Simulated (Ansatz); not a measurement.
`Cn1cccc1-c1cccn1C`. The state is a triplet with charge 0. Geometry r2SCAN-D4/def2-SVP, that of the neutral singlet.

Cartesian coordinates in Å:
```
C -1.462 2.145 0.135
N -0.314 1.605 0.830
C 0.220 2.144 1.974
C 1.291 1.364 2.373
C 1.416 0.315 1.428
C 0.412 0.479 0.470
C 0.110 -0.296 -0.721
C -0.181 0.120 -2.023
C -0.368 -1.039 -2.818
C -0.188 -2.133 -1.989
N 0.093 -1.683 -0.723
C 0.323 -2.546 0.415
H -2.130 2.628 0.862
H -1.171 2.890 -0.625
H -2.005 1.334 -0.370
H -0.214 3.041 2.415
H 1.917 1.538 3.247
H 2.176 -0.464 1.411
H -0.212 1.155 -2.359
H -0.602 -1.075 -3.881
H -0.242 -3.201 -2.195
H -0.266 -3.466 0.294
H 0.009 -2.036 1.336
H 1.387 -2.819 0.516
```

At PBE0-D4/def2-TZVP a singlet of charge 0 lies 3.58 eV below the triplet at the same geometry.

Q: Estimate the α-spin orbital energies around the gap (eV) in Ansatz with PBE-D4/def2-TZVP, PBE0-D4/def2-TZVP.

A: 
```tsv
orbital	PBE-D4/def2-TZVP	PBE0-D4/def2-TZVP
HOMO−5	-8.82	-10.35
HOMO−4	-6.25	-7.57
HOMO−3	-5.83	-7.06
HOMO−2	-5.78	-7.04
HOMO−1	-4.98	-6.09
HOMO	-1.07	-1.77
LUMO	0.05	0.83
LUMO+1	0.36	1.29
LUMO+2	0.52	1.33
LUMO+3	0.76	1.56
LUMO+4	0.88	1.80
LUMO+5	1.14	2.02
β HOMO	-5.43	-6.10
β LUMO	-4.19	-3.46
```
